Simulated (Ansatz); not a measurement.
Program: Ansatz. Geometries: PBE0-D4/def2-TZVP. ΔE: electronic, gas phase. CBS: MP2 limit from def2 TZ/QZ plus the TZ coupled-cluster correction, frozen cores. DFT in def2-TZVPP. For Ga, Ge outer-core shells are correlated without core-valence functions, which leaves a few kJ/mol of doubt a bond. Scalar relativity is left out up to krypton. One conformer a species, not always the lowest.

`[CH3][GaH][GeH2][F]` + `N=C[SiH3]` → `[CH3][GaH]/[N]=C\[SiH3]` + `[F][GeH3]`  (cleavage of the Ga–Ge bond)

`[CH3][GaH][GeH2][F]`:

```xyz
10

C     0.783   -1.455   -0.966
Ga    0.479   -0.433    0.682
Ge   -0.951    1.567    0.640
F    -1.529    1.750   -1.013
H     1.842   -1.404   -1.234
H     0.191   -1.074   -1.797
H     0.543   -2.509   -0.804
H     1.136   -0.852    2.050
H    -2.240    1.501    1.490
H    -0.253    2.910    0.951
```

`N=C[SiH3]`:

Z-matrix (Å, degrees):
```
Si
C 1 1.889
H 1 1.488 2 108.9
H 1 1.481 2 109.8 3 -121.3
H 1 1.488 2 108.9 3 117.3
N 2 1.269 1 119.7 3 121.5
H 2 1.102 1 118.3 3 -58.6
H 6 1.023 2 111.5 1 180.0
```

`[CH3][GaH]/[N]=C\[SiH3]`:

Cartesian coordinates in Å:
```
C 2.285 -1.204 -0.637
Ga 1.239 -0.551 0.885
N -0.577 -0.688 0.744
C -1.692 -0.209 0.437
Si -1.932 1.550 -0.240
H 2.919 -0.403 -1.026
H 2.941 -2.022 -0.333
H 1.633 -1.553 -1.438
H 1.748 -0.121 2.297
H -2.596 -0.836 0.562
H -2.571 1.514 -1.584
H -2.811 2.346 0.661
H -0.586 2.176 -0.329
```

`[F][GeH3]`:

```xyz
5

F    -0.580    0.696    1.380
Ge    0.032   -0.038   -0.076
H     0.222    1.101   -1.084
H     1.356   -0.709    0.306
H    -1.030   -1.049   -0.526
```

```csv
level,ΔE (kJ/mol)
PBE-D4,4.1
PBE0-D4,6.5
PBE0,9.1
CCSD(T)/def2-TZVPP,-1.8
```

(1) What does CCSD(T)/CBS give? (Estimate.)

Largest T1 diagnostic among the species: 0.015.

Results:

(1) Ansatz gave: -0.1 kJ/mol. The listed levels differ from it by 4.2, 6.6, 9.2, -1.7 kJ/mol.

In def2-TZVPP, CCSD(T) changes the Hartree–Fock value by −4.2 kJ/mol (the triples alone add −3.3 kJ/mol) and MP2 by −10.0 kJ/mol. The D4 term adds −4.6 kJ/mol with B3LYP and −2.6 kJ/mol with PBE0; it sums over pairs of atoms, weighted by their polarisabilities, and B3LYP, whose exchange is more repulsive, gets the larger term.

B3LYP here is the variant with VWN-RPA as its local correlation; programs differ in this.
